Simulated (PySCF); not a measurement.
Job file and geometry (Å, from GFN2-xTB) of an NMR shielding run on `COC[C@@H]1CO[SiH2]S1`, C$_{4}$H$_{10}$O$_{2}$SSi, PySCF, GIAO PBE0/pcSseg-1 NMR shielding, non-relativistic, gas phase; density fitting, a coarse starting grid and PySCF grid level 2 are the driver's defaults:

```
$ OMP_NUM_THREADS=1 python probes_run.py task.json out

{"job": {"kind": "nmr", "xc": "PBE0", "basis": "pcSseg-1"}, "charge": 0, "multiplicity": 1}
C      2.746503     0.196565    -0.029746
O      1.849104    -0.849386     0.259429
C      0.874612    -1.077753    -0.726176
C     -0.208223     0.000412    -0.778969
C     -0.881697     0.199837     0.575746
O     -2.104623     0.865243     0.433186
Si    -3.005213     0.549736    -0.881121
S     -1.487400    -0.485121    -1.997630
H      2.268993     1.180315     0.039449
H      3.177637     0.080005    -1.030668
H      3.536501     0.132977     0.716294
H      0.413505    -2.034984    -0.467956
H      1.336846    -1.169494    -1.719397
H      0.204777     0.948368    -1.134156
H     -0.245956     0.802245     1.230435
H     -1.045980    -0.774871     1.048731
H     -3.357077     1.830942    -1.461816
H     -4.081067    -0.388718    -0.616812
```

Question: What does the program print?

Answer: 
```
coarse grid: 15968 points
cycle   1  E = -995.7461245770  dE =  1.115e+00  |g| = 7.986e-01  |ddm| = 3.825e+00
cycle   2  E = -995.5912663077  dE =  1.549e-01  |g| = 1.227e+00  |ddm| = 1.809e+00
cycle   3  E = -995.8604538447  dE = -2.692e-01  |g| = 1.007e-01  |ddm| = 1.228e+00
cycle   4  E = -995.8623704575  dE = -1.917e-03  |g| = 4.377e-02  |ddm| = 1.672e-01
cycle   5  E = -995.8628404904  dE = -4.700e-04  |g| = 8.736e-03  |ddm| = 6.263e-02
cycle   6  E = -995.8628527447  dE = -1.225e-05  |g| = 4.291e-03  |ddm| = 1.120e-02
cycle   7  E = -995.8628559255  dE = -3.181e-06  |g| = 6.063e-04  |ddm| = 3.776e-03
final grid: 144640 points
cycle   8  E = -995.9344654483  dE = -3.826e-05  |g| = 1.378e-02  |ddm| = 3.215e-02
cycle   9  E = -995.9344252143  dE =  4.023e-05  |g| = 2.025e-02  |ddm| = 2.311e-02
cycle  10  E = -995.9345007969  dE = -7.558e-05  |g| = 1.499e-03  |ddm| = 1.484e-02
cycle  11  E = -995.9345012959  dE = -4.991e-07  |g| = 2.405e-04  |ddm| = 1.719e-03
cycle  12  E = -995.9345013092  dE = -1.332e-08  |g| = 7.471e-05  |ddm| = 3.761e-04
cycle  13  E = -995.9345013103  dE = -1.052e-09  |g| = 3.702e-05  |ddm| = 1.162e-04
cycle  14  E = -995.9345013106  dE = -2.817e-10  |g| = 4.966e-06  |ddm| = 3.497e-05
converged SCF energy = -995.9345013106

GIAO shielding tensors (ppm)
atom      isotropic    diamagn.    paramagn.     s11        s22        s33       span
  0 C      127.648     245.355    -117.707     91.393    108.660    182.890     91.496
  1 O      309.699     396.273     -86.574    274.930    308.029    346.138     71.208
  2 C      108.551     243.988    -135.437     77.527     92.169    155.957     78.430
  3 C      138.321     256.074    -117.753     95.150    155.411    164.402     69.253
  4 C      111.927     246.589    -134.662     76.074    110.186    149.521     73.446
  5 O      293.855     395.681    -101.826    237.154    262.717    381.693    144.539
  6 Si     343.885     880.494    -536.609    297.826    333.395    400.435    102.609
  7 S      655.999    1059.160    -403.161    494.140    578.460    895.396    401.256
  8 H       28.067      31.300      -3.233     23.456     27.169     33.576     10.119
  9 H       28.699      28.785      -0.085     25.344     26.018     34.736      9.392
 10 H       27.875      28.287      -0.412     23.893     25.159     34.574     10.681
 11 H       27.801      30.713      -2.912     22.595     30.026     30.783      8.188
 12 H       27.941      30.940      -2.999     22.002     29.821     31.999      9.998
 13 H       27.733      34.665      -6.931     22.522     26.129     34.549     12.027
 14 H       27.036      31.465      -4.428     21.049     28.415     31.644     10.595
 15 H       28.243      32.001      -3.758     22.527     28.450     33.754     11.227
 16 H       26.264      28.595      -2.331     22.472     23.183     33.137     10.664
 17 H       26.132      28.183      -2.051     22.404     23.116     32.877     10.473
```

Question: Turn these shieldings into chemical shifts. Referencing at the same level of theory: $^{13}$C (σref 186.93), $^{29}$Si (σref 349.16), $^{1}$H (σref 31.72) vs TMS; $^{17}$O (σref 336.08) vs H2O; $^{33}$S (σref 503.73) against CS2.

Answer: Averaging equivalent atoms: C 2: 78.4; C 4: 75.0; C 0: 59.3; C 3: 48.6; O 5: 42.2; O 1: 26.4; Si 6: 5.3; S 7: -152; H 17: 5.58; H 16: 5.45; H 14: 4.68; H 13: 3.98; H 11: 3.92; H 12: 3.78; H 8/9/10: 3.50; H 15: 3.47 ppm. Experimental scales use liquid or dissolved standards, which lie at an offset from isolated H2O (liquid H2O: subtract about 36 ppm).

Size and cost of the density-fitted run: 200 basis functions, 70 s wall time on 1 thread of an Arm Neoverse N1, shared host; peak memory 0.83 GiB.
